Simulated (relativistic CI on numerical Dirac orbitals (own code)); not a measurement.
**Sn10+: q coefficients and field-shift factors**

Computed by Dirac-Coulomb-Breit CI, separate exchange-only KLI orbitals for each configuration, derivatives by finite differences, unscaled Slater integrals, QED left out (own radial code, finite nucleus).

Configurations in the expansion (outside the closed core [Ar] 3d10): 4s2 4p6 4d4, 4s2 4p5 4d5, 4s2 4p6 4d3 4f, 4s2 4p6 4d3 5s, 4s 4p6 4d5, 4s2 4p6 4d2 5s2, 4s2 4p6 4d3 5d, 4p6 4d6. Levels of other configurations are missing.

With x = (α/α₀)² − 1 an excitation energy changes as ω = ω₀ + qx; K = 2q/ω₀ is the relative enhancement. Terms are leading LS components, so labels can repeat. The field-shift factor is F = δν/δ⟨r²⟩ for the transition from the lowest level.

Lowest level 4s2 4p6 4d4 5D_0.

```csv
Level,ω₀ (cm⁻¹),q (cm⁻¹),F (GHz/fm²)
4s2 4p6 4d4 5D_1,2680.4,4970,0.0538
4s2 4p6 4d4 5D_2,6040.2,9290,0.0999
4s2 4p6 4d4 5D_3,9488.5,12450,0.135
4s2 4p6 4d4 5D_4,12858.0,14470,0.162
4s2 4p6 4d4 3P_0,29273.4,3018,0.0529
4s2 4p6 4d4 3H_4,32477.4,4339,0.157
4s2 4p6 4d4 3H_5,37859.2,10970,0.259
4s2 4p6 4d4 3P_1,38127.3,10820,0.186
4s2 4p6 4d4 3G_3,38171.6,7496,0.138
4s2 4p6 4d4 3F_2,39893.3,8783,0.163
4s2 4p6 4d4 3H_6,40953.3,13200,0.308
4s2 4p6 4d4 3F_4,43185.2,15620,0.252
4s2 4p6 4d4 3P_2,46854.8,14640,0.19
4s2 4p6 4d4 3G_4,47125.0,13640,0.173
4s2 4p6 4d4 3F_3,48317.8,17760,0.244
4s2 4p6 4d4 3G_5,51924.6,21200,0.305
4s2 4p6 4d4 3D_3,52893.1,12220,0.0476
4s2 4p6 4d4 3D_2,55769.0,17410,0.197
4s2 4p6 4d4 3D_1,57072.7,18110,0.107
4s2 4p6 4d4 1I_6,57601.3,18670,0.401
4s2 4p6 4d4 1G_4,63216.8,25430,0.281
4s2 4p6 4d4 1S_0,64754.7,21130,-0.0231
4s2 4p6 4d4 1D_2,70572.4,18420,0.364
```

At this charge energies of transitions that change n are usually good to better than 1 %, and those within a shell (Δn = 0) to a few per cent. Terms inside the open d or f shell come out 10 to 20 % too wide with unscaled integrals.

Question: Which transition from the lowest level has the largest |K|?

Answer: 4s2 4p6 4d4 5D_1 at 2680.4 cm⁻¹, K = 3.71.
